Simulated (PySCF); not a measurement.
## Magnetic susceptibility: `CN(C)C(=O)C1=C[C@H](F)C1`, C7H10FNO

Cartesian coordinates in Å; atom numbers follow the order of the lines, from 1:
```xyz
20

C    -2.8430   -0.6246   -0.1767
N    -1.5073   -0.0782   -0.1183
C    -1.4247    1.3393    0.1204
C    -0.4500   -0.9045   -0.2865
O    -0.5742   -2.0920   -0.5397
C     0.9055   -0.3282   -0.1371
C     1.5664    0.3863    0.7829
C     2.9047    0.1632    0.1343
F     3.5521    1.2890   -0.3146
C     2.1420   -0.6296   -0.9550
H    -3.3666   -0.4440    0.7646
H    -2.7627   -1.6959   -0.3499
H    -3.4069   -0.1662   -0.9921
H    -1.6463    1.5720    1.1664
H    -2.1566    1.8517   -0.5080
H    -0.4330    1.7111   -0.1219
H     1.2949    0.9029    1.6841
H     3.6338   -0.4072    0.7166
H     2.4016   -1.6811   -1.0483
H     2.1654   -0.1535   -1.9328
```

Method: GIAO CAM-B3LYP/pcSseg-1 magnetisability, rotational g tensor and spin-rotation constants, non-relativistic, gas phase (PySCF). Geometry: GFN2-xTB.

(1) What are the magnetisability and the molar susceptibility?

(2) Split it along the inertial axes a, b, c into diamagnetic and paramagnetic parts about the centre of mass, with the quadrupole moment.

(3) And the rotational g tensor?

Answers

(1) Isotropic -1317 × 10⁻³⁰ J/T², or -79.3 × 10⁻⁶ cm³/mol; principal values -1448, -1274, -1230 × 10⁻³⁰ J/T², anisotropy 200 × 10⁻³⁰ J/T² (root of half the summed squared differences of the principal values). The susceptibility is in cgs units.

(2) 
```csv
axis,χ (10⁻⁶ cm³/mol),diamagnetic (10⁻⁶ cm³/mol),paramagnetic (10⁻⁶ cm³/mol),summed x² of all electrons (Å²),quadrupole Θ (D Å)
a,-75.6,-539.8,464.1,365.1,-0.01
b,-76.3,-1676.1,1599.8,97.3,-3.73
c,-86.1,-1961.8,1875.7,29.9,+3.74
```
Anisotropies 2χaa − χbb − χcc = +11.1 and 2χbb − χaa − χcc = +9.1 × 10⁻⁶ cm³/mol. Θ is traceless in Buckingham's convention.

(3) 
```tsv
axis	rotational constant (GHz)	g	nuclear part	electronic part
a	2.9404	-0.0430	0.5981	-0.6411
b	0.7448	-0.0099	0.5499	-0.5598
c	0.6335	-0.0068	0.5514	-0.5582
```
Asymmetric top; isotopes 12C, 19F, 1H, 14N, 16O; no vibrational averaging.
